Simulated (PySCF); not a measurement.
Species: C4H8F2Si.
SMILES: `F[C@@H]1CC[SiH2][C@H]1F`

Level: CAM-B3LYP/def2-SVPD in PySCF, non-relativistic, on one gas-phase PBE0-D3(BJ)/def2-SVP geometry that isn't relaxed in the solvent. The solvent is an IEF-PCM continuum (cavity from Bondi-type radii × 1.2), and excitations are vertical TDDFT with non-equilibrium linear response and a frozen core. Only the electrostatic response of the medium enters.

Gas-phase singlets (H = HOMO, L = LUMO):

```csv
state,E (eV),λ (nm),f,leading configuration
S1,7.472,166,0.014,H→L+2 42%
S2,7.953,156,0.011,H→L 74%
S3,8.081,153,0.053,H→L+1 47%
S4,8.321,149,0.047,H-1→L+1 44%
S5,8.521,146,0.030,H-1→L 42%
```

Question: What are the lowest 5 singlets in chloroform (ε = 4.711)?

Answer: 
```tsv
state	E (eV)	λ (nm)	f	leading configuration	change by rank (eV)
S1	7.426	167	0.018	H→L+1 50%	-0.046
S2	7.932	156	0.010	H→L 79%	-0.021
S3	8.062	154	0.098	H→L+2 45%	-0.019
S4	8.304	149	0.064	H-1→L+1 58%	-0.017
S5	8.459	147	0.020	H-1→L+2 46%	-0.062
```

Question: How do the frontier levels move from gas to chloroform?

Answer: 
| orbital | gas (eV) | solvent (eV) | change (eV) |
| --- | --- | --- | --- |
| LUMO+2 | 1.66 | 1.75 | +0.09 |
| LUMO+1 | 1.32 | 1.43 | +0.11 |
| LUMO | 1.17 | 1.31 | +0.14 |
| HOMO | -9.68 | -9.55 | +0.13 |
| HOMO-1 | -10.35 | -10.18 | +0.17 |
| HOMO-2 | -10.86 | -10.72 | +0.14 |
| HOMO-3 | -10.98 | -10.87 | +0.11 |

The HOMO–LUMO gap goes from 10.85 to 10.86 eV. Rows go by rank; for LUMO, LUMO+1 and LUMO+2 the atom shares or the degeneracy differ between the runs, so the row needn't follow one orbital.
